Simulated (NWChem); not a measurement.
System: BNH$_{3}$, doublet; SMILES N[BH]

Here is an NWChem input.

```
start job
memory heap 200 mb stack 900 mb global 1100 mb
geometry units angstroms noautoz
  B     -0.141025    -0.837440     0.000000
  N     -0.013697     0.540642     0.000000
  H      0.782534    -1.628619     0.000000
  H      0.887220     1.034701     0.000000
  H     -0.812225     1.179079     0.000000
end
basis spherical
  * library aug-cc-pvdz
end
dft
  odft
  mult 2
  xc pbe0
  iterations 150
  mulliken
end
task dft energy
```

NWChem printed, in part:

```
             Northwest Computational Chemistry Package (NWChem) 7.3.0
             --------------------------------------------------------

 CS  symmetry detected

                             Geometry "geometry" -> ""
                             -------------------------

 Output coordinates in angstroms (scale by  1.889725989 to convert to a.u.)

  No.       Tag          Charge          X              Y              Z
 ---- ---------------- ---------- -------------- -------------- --------------
    1 B                    5.0000    -0.15412368    -0.84796073     0.00000000
    2 N                    7.0000    -0.01165509     0.52863839     0.00000000
    3 H                    1.0000     0.76068266    -1.64924395     0.00000000
    4 H                    1.0000     0.89463832     1.01276440     0.00000000
    5 H                    1.0000    -0.80311696     1.17581447     0.00000000

 Effective nuclear repulsion energy (a.u.)      27.5462475447

      Symmetry information
      --------------------

 Group name             Cs
 Group number              2
 Group order               2
 No. of unique centers     5

                                 NWChem DFT Module
                                 -----------------

 Summary of "ao basis" -> "ao basis" (spherical)
 ------------------------------------------------------------------------------
       Tag                 Description            Shells   Functions and Types
 ---------------- ------------------------------  ------  ---------------------
 B                        aug-cc-pvdz                9       23   4s3p2d
 N                        aug-cc-pvdz                9       23   4s3p2d
 H                        aug-cc-pvdz                5        9   3s2p

      Symmetry analysis of basis
      --------------------------

        a'         53
        a"         20

            General Information
            -------------------
          SCF calculation type: DFT
          Wavefunction type:  spin polarized.
          No. of atoms     :     5
          No. of electrons :    15
           Alpha electrons :     8
            Beta electrons :     7
          Charge           :     0
          Spin multiplicity:     2
          Use of symmetry is: on ; symmetry adaption is: on
          Maximum number of iterations: 150
          AO basis - number of functions:    73
                     number of shells:    33
          Convergence on energy requested:  1.00D-06
          Convergence on density requested:  1.00D-05
          Convergence on gradient requested:  5.00D-04

              XC Information
              --------------
                         PBE0 Method XC Functional
                     Hartree-Fock (Exact) Exchange  0.250
          PerdewBurkeErnzerhof Exchange Functional  0.750
            Perdew 1991 LDA Correlation Functional  1.000 local
           PerdewBurkeErnz. Correlation Functional  1.000 non-local

             Grid Information
             ----------------
          Grid used for XC integration:  medium
          Radial quadrature: Mura-Knowles
          Angular quadrature: Lebedev.
          Tag              B.-S. Rad. Rad. Pts. Rad. Cut. Ang. Pts.
          ---              ---------- --------- --------- ---------
          B                   0.85       49          13.0       434
          N                   0.65       49          12.0       434
          H                   0.35       45          14.0       434
          Grid pruning is: on
          Number of quadrature shells:   233
          Spatial weights used:  Erf1

      Superposition of Atomic Density Guess
      -------------------------------------

 Sum of atomic energies:         -80.33384815

      Non-variational initial energy
      ------------------------------

 Total energy =     -81.116018
 1-e energy   =    -161.393593
 2-e energy   =      52.731327
 HOMO         =      -0.097948
 LUMO         =       0.023653

   Symmetry analysis of molecular orbitals - initial alpha
   -------------------------------------------------------

  Numbering of irreducible representations:

     1 a'          2 a"

  Orbital symmetries:

     1 a'          2 a'          3 a'          4 a'          5 a'
     6 a'          7 a"          8 a'          9 a"         10 a'
    11 a'         12 a'         13 a"         14 a'         15 a'
    16 a'         17 a'         18 a"

   Symmetry analysis of molecular orbitals - initial beta
   ------------------------------------------------------

  Numbering of irreducible representations:

     1 a'          2 a"

  Orbital symmetries:

     1 a'          2 a'          3 a'          4 a'          5 a'
     6 a'          7 a"          8 a'          9 a"         10 a'
    11 a'         12 a'         13 a"         14 a'         15 a'
    16 a'         17 a'         18 a"

     ---------------------------------------------
      Total Density - Mulliken Population Analysis
     ---------------------------------------------

    Atom       Charge   Shell Charges
 -----------   ------   -------------------------------------------------------
    1 B    5     5.33   2.01  0.72  0.81  0.12  1.13  0.47  0.02  0.08 -0.03
    2 N    7     7.37   2.00  0.80  0.57  0.01  2.56  1.29  0.13  0.01 -0.02
    3 H    1     0.59   0.69 -0.07 -0.05  0.01  0.01
    4 H    1     0.90   0.62  0.23  0.02  0.05 -0.02
    5 H    1     0.81   0.63  0.19 -0.02  0.05 -0.04

     --------------------------------------------
      Spin Density - Mulliken Population Analysis
     --------------------------------------------

[...]
```

Level: PBE0/aug-cc-pVDZ, spin-unrestricted. In the optimisation the excess spin sits in a' (Cs, its own frame). The geometry was optimised at PBE-D3(BJ)/def2-SVP, spin-unrestricted. No stability test was run on the SCF state.
